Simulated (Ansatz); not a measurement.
`Cl[Si](Cl)(Cl)Br` + `C#N` → `N#C[Si](Cl)(Cl)Cl` + HBr at 600 K and 1 bar (formal exchange of groups at the Si–Br bond).

Gas-phase electronic energies from Ansatz, PBE0-D4/def2-TZVP geometries. CBS: MP2 limit from def2 TZ/QZ plus the TZ coupled-cluster correction, frozen cores. This one scheme is used for every species. For Br outer-core shells are correlated without core-valence functions, which leaves a few kJ/mol of doubt a bond. Scalar relativity is left out up to krypton.

```csv
species,CCSD(T)/CBS energy (Eh),H − E (kJ/mol),S (J/(mol·K))
`Cl[Si](Cl)(Cl)Br`,-4241.93609,68.0,424.1
`C#N`,-93.32098,64.3,228.4
`N#C[Si](Cl)(Cl)Cl`,-1761.31365,93.3,437.0
HBr,-2573.91920,33.5,219.1
```

H − E and S are ideal-gas, rigid-rotor, harmonic terms from PBE0-D4/def2-TZVP. 1 Eh = 2625.50 kJ/mol, R = 8.31446 J/(mol·K).

By hand: ΔE, ΔH, ΔS and ΔG.

ΔE = (-1761.31365) + (-2573.91920) − (-4241.93609) − (-93.32098) = 0.02422 Eh = 63.6 kJ/mol. Δ(H − E) = 93.3 + 33.5 − 68.0 − 64.3 = -5.5, so ΔH = 58.1 kJ/mol. ΔS = 437.0 + 219.1 − 424.1 − 228.4 = 3.6 J/(mol·K). ΔG = 58.1 − 600 × (3.6)/1000 = 55.9 kJ/mol.

By hand: the equilibrium constant, and the temperature at which ΔG would vanish if ΔH and ΔS stayed fixed.

log₁₀ K = −ΔG/(RT ln 10) = -4.9. ΔG = 0 at ΔH/ΔS = 16139 K, far beyond where these terms or the molecules hold.

The number of gas molecules stays the same, so ΔS is small and ΔH decides. A doubt of 5 kJ/mol in ΔE shifts log₁₀ K by 0.4 here. These are equilibria of isolated gas molecules and say nothing of rates. Largest T1 diagnostic: 0.014 (customary marks: 0.02 for closed shells, 0.045 for open ones).
